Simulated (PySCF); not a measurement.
Compounds:

A. `InChI=1S/C4H4N2O/c7-4-1-2-5-6-3-4/h1-3H,(H,5,7)`
B. SMILES O=C1OCC[C@H](C(F)(F)F)O1
C. 1-methyl-1H-indene (C1=CC=C2[C@@H](C)C=CC2=C1)

Spectrum 1. $^{13}$C{$^{1}$H} NMR (computed): δ 155.6 (C), 149.8 (CH), 149.7 (C), 138.3 (CH), 132.0 (CH), 130.1 (CH), 127.9 (CH), 126.5 (CH), 49.5 (CH), 18.6 (CH3).

Spectrum 2. $^{13}$C{$^{1}$H} NMR (computed): δ 160.8 (C), 154.8 (CH), 144.6 (CH), 115.0 (CH).

Spectrum 3. $^{13}$C{$^{1}$H} NMR (computed): δ 147.6 (C), 131.5 (C), 79.1 (CH), 67.9 (CH2), 25.2 (CH2).

How the numbers were obtained: shieldings: GIAO PBE0/pcSseg-1, geometry from GFN2-xTB, J: B3LYP/pcJ-1 (spin–dipole term left out of most H,H and C,H couplings), in PySCF 2.14 (isolated molecule, single conformer, relativity neglected, averaged over atoms made equivalent by symmetry, fast rotation or ring inversion).

Shifts are taken against calculated references (same method and geometry level): $^{13}$C (186.93 ppm) against TMS. Splittings of carbon signals by F and P are missing where no couplings were computed. Shifts are as computed. Against solution values, carbons near 30 ppm lie about +3 ppm off and those near 130 ppm about +5 ppm. Of 1211 compounds with measured shifts, 218 miss one by over three times the rms of a fit or turn the order of signals round; such compounds aren't used in these exercises.

Q: Which spectrum belongs to which compound?

A: 1–C, 2–A, 3–B.

- Spectrum 1 (C): 10 $^{13}$C signals; δC 149.8 is an alkene CH; δC 138.3 is an alkene CH.
- Spectrum 2 (A): 4 $^{13}$C signals; δC 160.8 is an aromatic carbon bearing oxygen; δC 154.8 is an aromatic CH next to a ring nitrogen.
- Spectrum 3 (B): 5 $^{13}$C signals; δC 147.6 is a carbonate carbon; δC 131.5 is a CF3 carbon.
